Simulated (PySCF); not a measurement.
Job file and geometry (Å, from GFN2-xTB) of an NMR shielding run on `C1(=O)C=C(B(C)C)C(=O)C1`, C$_{7}$H$_{9}$BO$_{2}$, GIAO PBE0/pcSseg-1 NMR shielding, non-relativistic, gas phase in PySCF 2.14.0, density-fitted response routines; density fitting, a coarse starting grid and PySCF grid level 2 are the driver's defaults:

```
{"job": {"kind": "nmr", "xc": "PBE0", "basis": "pcSseg-1"}, "charge": 0, "multiplicity": 1}
C     -2.101999    -0.535469    -1.107063
B     -1.295963     0.000446     0.132616
C     -1.955608     0.834404     1.287692
C      0.249375    -0.190178     0.179578
C      0.982135    -1.312443     0.310521
C      2.430271    -1.051640     0.332094
O      3.311467    -1.867759     0.432318
C      2.597565     0.449777     0.191118
C      1.181432     0.982110     0.123775
O      0.861434     2.140443     0.052242
H     -3.168120    -0.637914    -0.923876
H     -1.720968    -1.485586    -1.475418
H     -1.989089     0.173432    -1.928347
H     -3.041343     0.807838     1.301740
H     -1.649848     1.872216     1.139224
H     -1.591270     0.561207     2.276189
H      0.592994    -2.312777     0.398506
H      3.136726     0.876621     1.038521
H      3.161005     0.704523    -0.708235
```

Question: Write the output of this run.

Answer: 
```
coarse grid: 16440 points
cycle   1  E = -446.5586328400  dE =  1.653e+00  |g| = 1.118e+00  |ddm| = 4.049e+00
cycle   2  E = -445.7139912292  dE =  8.446e-01  |g| = 2.375e+00  |ddm| = 4.116e+00
cycle   3  E = -446.7976559286  dE = -1.084e+00  |g| = 2.505e-01  |ddm| = 3.217e+00
cycle   4  E = -446.8121549753  dE = -1.450e-02  |g| = 7.936e-02  |ddm| = 3.011e-01
cycle   5  E = -446.8134929604  dE = -1.338e-03  |g| = 2.136e-02  |ddm| = 9.092e-02
cycle   6  E = -446.8135911429  dE = -9.818e-05  |g| = 8.437e-03  |ddm| = 2.503e-02
cycle   7  E = -446.8136071859  dE = -1.604e-05  |g| = 2.786e-03  |ddm| = 9.793e-03
cycle   8  E = -446.8136088294  dE = -1.643e-06  |g| = 7.750e-04  |ddm| = 3.747e-03
final grid: 160432 points
cycle   9  E = -446.8909020263  dE = -1.641e-05  |g| = 1.619e-02  |ddm| = 4.333e-02
cycle  10  E = -446.8907428001  dE =  1.592e-04  |g| = 3.320e-02  |ddm| = 4.463e-02
cycle  11  E = -446.8909522508  dE = -2.095e-04  |g| = 2.860e-03  |ddm| = 3.254e-02
cycle  12  E = -446.8909540804  dE = -1.830e-06  |g| = 1.799e-04  |ddm| = 2.336e-03
cycle  13  E = -446.8909540865  dE = -6.118e-09  |g| = 8.688e-05  |ddm| = 3.226e-04
cycle  14  E = -446.8909540884  dE = -1.828e-09  |g| = 2.634e-05  |ddm| = 1.086e-04
cycle  15  E = -446.8909540885  dE = -1.212e-10  |g| = 1.552e-05  |ddm| = 4.151e-05
converged SCF energy = -446.8909540885

GIAO shielding tensors (ppm)
atom      isotropic    diamagn.    paramagn.     s11        s22        s33       span
  0 C      169.185     252.957     -83.772    148.697    171.702    187.156     38.459
  1 B       14.523     189.650    -175.127    -60.554    -16.635    120.758    181.312
  2 C      168.795     253.045     -84.250    144.507    178.900    182.978     38.471
  3 C        4.915     261.458    -256.543   -118.444      4.969    128.220    246.664
  4 C       35.184     254.316    -219.132    -72.450     42.279    135.724    208.174
  5 C      -19.013     253.009    -272.023    -93.652    -40.691     77.303    170.956
  6 O     -349.357     394.487    -743.845  -1043.253   -370.907    366.088   1409.341
  7 C      142.507     257.859    -115.352    135.230    139.397    152.895     17.666
  8 C      -24.127     248.577    -272.704    -97.320    -47.538     72.479    169.798
  9 O     -347.018     401.608    -748.626  -1023.819   -371.680    354.447   1378.266
 10 H       30.195      29.763       0.431     26.533     28.983     35.068      8.535
 11 H       30.484      31.838      -1.354     26.444     29.583     35.425      8.982
 12 H       30.635      30.672      -0.036     27.539     28.484     35.884      8.345
 13 H       30.263      29.760       0.503     26.783     28.951     35.055      8.272
 14 H       30.130      30.804      -0.674     25.766     28.530     36.094     10.328
 15 H       30.490      31.176      -0.686     26.773     29.671     35.025      8.252
 16 H       24.877      33.546      -8.669     20.616     25.119     28.896      8.279
 17 H       29.077      28.759       0.319     26.329     27.999     32.903      6.574
 18 H       28.982      29.098      -0.116     26.491     27.703     32.753      6.262
```

Size and cost of the density-fitted run: 215 basis functions, 37 s wall time on 1 thread of an Arm Neoverse V1, shared host.
